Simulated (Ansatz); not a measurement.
`[OH][SnH3]`, relaxed with RKS PBE-D4/def2-SVP in the Gaussian-basis code of Ansatz from a rough embedded geometry. The force threshold is 0.03 eV/Å; the program also tests the step.

Charge 0, multiplicity 1. Sn takes the def2 core potential.

Start:

```xyz
6

O     1.184    0.912    0.649
Sn   -0.342   -0.294    0.022
H     1.531    1.196   -0.197
H     0.280   -1.482   -0.989
H    -1.493    0.683   -0.896
H    -1.160   -1.014    1.411
```

(1) How much energy does the relaxation release, and in how many steps? (An estimate is asked.)

(2) Which bonds change most? (Estimate.)

(3) Give the relaxed structure. (An estimate is asked.)

Results:

(1) Ansatz gave: 0.11 eV, in 4 steps.

(2) Computed: Sn2–H4 from 1.679 to 1.735 Å; Sn2–H6 from 1.766 to 1.720 Å; Sn2–H5 from 1.767 to 1.735 Å; O1–Sn2 from 2.044 to 2.017 Å.

(3) Computed: 
```xyz
6

O     1.118    0.855    0.649
Sn   -0.386   -0.305   -0.029
H     1.588    1.264   -0.103
H     0.256   -1.560   -1.039
H    -1.521    0.668   -0.910
H    -1.055   -0.922    1.432
```
